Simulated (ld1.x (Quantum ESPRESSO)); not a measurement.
## What the settings do to the TM potential of Pb (Z = 82)

Base potential:

lead (Pb), norm-conserving Troullier–Martins (Kleinman–Bylander form), made with ld1.x (Quantum ESPRESSO) 7.5 (PBEsol, scalar-relativistic). Core [Xe] 4f14 5d10, reference 6s2 6p2. Waves: 6p (bound): rc 2.60 bohr; 6d channel at 0.5 Ry: rc 2.55 bohr; 6s (bound): rc 1.85 bohr. Local part: the s channel. Core correction: a·sin(br)/r model core, default radius (core density twice the valence density).

Cutoffs, loose and tight: the cutoffs (Ry, on a coarse ladder) from which the occupation-weighted sum of valence levels, in a spherical-Bessel basis at the reference potential, stays within 10 and 1 mRy of its value at 400 Ry. They do not see the model core or the augmentation charge, which bear on the density cutoff. Test errors are all-electron minus pseudo excitation energies from the reference, over the configurations 6s2 6p1; 6s2 6p0; 6s1 6p0; 6s2 6p2.3; 6s1 6p3; 6s2 6p1.5; 6s0 6p4. A dash means not determined; rows that change the core or the reference have their own tests. The largest error is taken over the tests solved by every variant that gives reliable tests at all: 6s0 6p4; 6s1 6p3; 6s2 6p1; 6s2 6p1.5; 6s2 6p2.3.

A true bound ghost makes a file unfit for plane-wave use even where its test errors are small: the radial tests pick states by their node count and pass the ghost by.

Cutoffs are not given where the Bessel-basis levels miss the radial ones by over 6 mRy, ghosts where they miss by over 20 mRy; a channel whose overlap is not positive is not tested.

```tsv
change	outcome	cutoff, loose	cutoff, tight	bound ghosts	largest test error (meV)
base	generated	21 Ry	45 Ry	d	-150
wave 6s (bound): rc 1.85 bohr becomes 6s (bound): rc 1.18 bohr	generated, misses its reference levels by 0.22 eV	–	–	p, d, s (extra level of the local part)	-226
wave 6s (bound): rc 1.85 bohr becomes 6s (bound): rc 1.42 bohr	generated	100 Ry	180 Ry	d, s (extra level of the local part)	-222
wave 6s (bound): rc 1.85 bohr becomes 6s (bound): rc 1.56 bohr	generated	50 Ry	120 Ry	d	-182
wave 6s (bound): rc 1.85 bohr becomes 6s (bound): rc 1.76 bohr	generated	25 Ry	50 Ry	d	-155
wave 6s (bound): rc 1.85 bohr becomes 6s (bound): rc 1.96 bohr	generated	21 Ry	35 Ry	d	-148
wave 6s (bound): rc 1.85 bohr becomes 6s (bound): rc 2.10 bohr	generated	21 Ry	35 Ry	d	-149
wave 6s (bound): rc 1.85 bohr becomes 6s (bound): rc 2.24 bohr	generated	21 Ry	30 Ry	d	-158
wave 6s (bound): rc 1.85 bohr becomes 6s (bound): rc 2.40 bohr	generated	18 Ry	30 Ry	d	-171
wave 6s (bound): rc 1.85 bohr becomes 6s (bound): rc 2.56 bohr	generated	18 Ry	25 Ry	d	-203
wave 6s (bound): rc 1.85 bohr becomes 6s (bound): rc 2.78 bohr	generated	12 Ry	21 Ry	d	-255
```

Reading the sweep of the s radius (base included, trends over the rows without a ghost): Bound ghosts are found at 1.18, 1.42, 1.56, 1.76, 1.85, 1.96, 2.1, 2.24, 2.4, 2.56, 2.78 bohr. Every judged row has one, so this setting neither creates nor removes them.
